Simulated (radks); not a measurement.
Charge is removed step by step from the 4p down level of Zr+, starting from [Ar] 3d10 4s2 4p(up 3, down 3) 4d2 5s1. Calculated with a radial shooting solver on a logarithmic mesh with Libxc functionals: non-relativistic Kohn-Sham, r2SCAN, spin-polarised, spherical densities, point nucleus; open shells are filled with parallel spins first (spin-orbit coupling, left out, can overturn this in heavy ions); meta-GGA in the generalised Kohn-Sham scheme; relativity is left out, which matters for an element this heavy.

| removed (e) | E - E(0) (eV) | eigenvalue (eV) | E minus straight line (eV) |
|---|---|---|---|
| 0 | 0.000 | -38.770 | 0.000 |
| 0.25 | 10.042 | -41.588 | -1.100 |
| 0.5 | 20.803 | -44.512 | -1.482 |
| 0.75 | 32.306 | -47.523 | -1.122 |
| 1 | 44.570 | -50.603 | 0.000 |

Removing the whole electron costs 44.570 eV by Delta-SCF, against 38.770 eV from minus the eigenvalue at the starting occupation. Slater's transition state (half an electron removed) gives 44.512 eV. Integrating minus the eigenvalue over the occupation (Janak's theorem) gives 44.570 eV. The mean slope of the eigenvalue, de/dn, is 11.8 eV per electron.
